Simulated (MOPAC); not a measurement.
Input for MOPAC: PM7 on CdH4Si (SMILES [SiH3][CdH]), a point of a bond scan (R = 2.007 Å).

```
PM7 1SCF PRECISE CHARGE=0 THREADS=1
CdH4Si

Cd    -0.56643322 1    -0.31054170 1    -0.07977578 1
H     -2.04529859 1    -1.12131577 1    -0.28805742 1
Si     1.63488208 1     0.89630877 1     0.23025485 1
H      2.46412553 1     0.48792159 1     2.01189904 1
H      1.47089364 1     2.37203423 1     0.15366084 1
H      2.62571392 1     0.51316070 1    -0.80992508 1
```

Program output:

```
*******************************************************************************
 **                                                                           **
 **                              MOPAC v23.2.5                                **
 **                                                                           **
 *******************************************************************************
 ** MOPAC's Digital Object Identifier: https://doi.org/10.5281/zenodo.6511958 **
 **                                                                           **
 ** Please cite the open-source release paper for use of this MOPAC version:  **
 ** J. E. Moussa and J. J. P. Stewart (2026)                                  **
 ** MOPAC: An open-source semiempirical molecular orbital program             **
 ** J. Open Source Softw., 11(119), 8025, https://doi.org/10.21105/joss.08025 **
 *******************************************************************************

                              PM7 CALCULATION RESULTS

 *******************************************************************************
 *  PM7        - The PM7 Hamiltonian to be used
 *
 *
 *
 *                 CHARGE ON SYSTEM = 0
 *
 *
 *
 *  PRECISE    - TIGHTER CRITERIA TO BE USED
 *  1SCF       - DO 1 SCF AND THEN STOP
 *  THREADS=1  - MULTI-THREADING NOT USED
 *  T=         - A TIME OF 172800.0 SECONDS REQUESTED
 *  DUMP=N     - RESTART FILE WRITTEN EVERY 7200.0 SECONDS REQUESTED
 *******************************************************************************
PM7 1SCF PRECISE CHARGE=0 THREADS=1
 CdH4Si

   ATOM   CHEMICAL          X               Y               Z
  NUMBER   SYMBOL      (ANGSTROMS)     (ANGSTROMS)     (ANGSTROMS)

     1      Cd         -0.56643322  *  -0.31054170  *  -0.07977578  *
     2       H         -2.04529859  *  -1.12131577  *  -0.28805742  *
     3      Si          1.63488208  *   0.89630877  *   0.23025485  *
     4       H          2.46412553  *   0.48792159  *   2.01189904  *
     5       H          1.47089364  *   2.37203423  *   0.15366084  *
     6       H          2.62571392  *   0.51316070  *  -0.80992508  *



          CARTESIAN COORDINATES

    NO.       ATOM           X           Y           Z

     1        Cd         -0.5664     -0.3105     -0.0798
     2         H         -2.0453     -1.1213     -0.2881
     3        Si          1.6349      0.8963      0.2303
     4         H          2.4641      0.4879      2.0119
     5         H          1.4709      2.3720      0.1537
     6         H          2.6257      0.5132     -0.8099

 General Reference for PM7:
 "Optimization of Parameters for Semiempirical Methods VI: More Modifications to the
 NDDO Approximations and Re-optimization of Parameters", J. J. P. Stewart, J. Mol. Mod., 1:32, 19 (2013)
 https://link.springer.com/article/10.1007/s00894-012-1667-x

           Empirical Formula: H4 Cd Si  =     6 atoms



      MOLECULAR POINT GROUP   :   Cs


      RHF CALCULATION, NO. OF DOUBLY OCCUPIED LEVELS = 5


 -------------------------------------------------------------------------------
 PM7 1SCF PRECISE CHARGE=0 THREADS=1
 CdH4Si



     1SCF WAS SPECIFIED, SO BFGS WAS NOT USED
     SCF FIELD WAS ACHIEVED


                              PM7 CALCULATION
                                                       MOPAC v23.2.5 Linux




          FINAL HEAT OF FORMATION =         47.13632 KCAL/MOL =     197.21834 KJ/MOL


          COSMO AREA              =        106.03 SQUARE ANGSTROMS
          COSMO VOLUME            =         89.64 CUBIC ANGSTROMS

          IONIZATION POTENTIAL    =         10.289539 EV
          HOMO LUMO ENERGIES (EV) =        -10.290  0.735
          NO. OF FILLED LEVELS    =          5
          MOLECULAR WEIGHT        =        144.5271         POINT GROUP:  Cs

          MOLECULAR DIMENSIONS (Angstroms)

            Atom       Atom       Distance
            H     4    H     2     5.31172
            H     2    H     6     2.61333
            H     5    H     2     2.12623


          SCF CALCULATIONS        =          1





   ATOM   CHEMICAL          X               Y               Z
  NUMBER   SYMBOL      (ANGSTROMS)     (ANGSTROMS)     (ANGSTROMS)

     1      Cd         -0.56643322  *  -0.31054170  *  -0.07977578  *
     2       H         -2.04529859  *  -1.12131577  *  -0.28805742  *
     3      Si          1.63488208  *   0.89630877  *   0.23025485  *
     4       H          2.46412553  *   0.48792159  *   2.01189904  *
     5       H          1.47089364  *   2.37203423  *   0.15366084  *
     6       H          2.62571392  *   0.51316070  *  -0.80992508  *

                             CARTESIAN COORDINATES

   1   Cd       -0.566433220    -0.310541700    -0.079775780
   2    H       -2.045298590    -1.121315770    -0.288057420
   3   Si        1.634882080     0.896308770     0.230254850
   4    H        2.464125530     0.487921590     2.011899040
   5    H        1.470893640     2.372034230     0.153660840
   6    H        2.625713920     0.513160700    -0.809925080


           Empirical Formula: H4 Cd Si  =     6 atoms



      MOLECULAR POINT GROUP   :   Cs


                  EIGENVALUES
 -17.18422 -12.78290 -12.14285 -11.41435 -10.28954   0.73457   1.31351   2.36348
   4.74415   4.91551   6.20622   9.77435  21.11544  21.11793  21.74777  21.93685
  22.06210


              NET ATOMIC CHARGES AND DIPOLE CONTRIBUTIONS

  ATOM NO.   TYPE          CHARGE      No. of ELECS.   s-Pop       p-Pop       d-Pop
    1         Cd           0.106647        1.8934     1.14523     0.74813
    2          H          -0.043940        1.0439     1.04394
    3         Si          -0.090514        4.0905     0.95915     3.04017     0.09119
    4          H           0.031855        0.9681     0.96814
    5          H          -0.002024        1.0020     1.00202
    6          H          -0.002024        1.0020     1.00202
 DIPOLE           X         Y         Z       TOTAL
 POINT-CHG.    -0.232    -0.265     0.234     0.423
 HYBRID         0.331     0.218    -0.025     0.397
 SUM            0.098    -0.047     0.210     0.236


          ATOMIC ORBITAL ELECTRON POPULATIONS

     Atom    s        px        py        pz      x^2-y^2     xz        z^2       yz        xy
    1 Cd   1.14523   0.55401   0.17186   0.02226
    2  H   1.04394
    3 Si   0.95915   1.03939   1.00467   0.99611   0.02344   0.01987   0.02208   0.00522   0.02057
    4  H   0.96814
    5  H   1.00202
    6  H   1.00202

 **********************
 *                    *
 * JOB ENDED NORMALLY *
 *                    *
 **********************




 == MOPAC DONE ==
```

The run finished.

Cost: about 0.04 core-seconds (a rough figure).
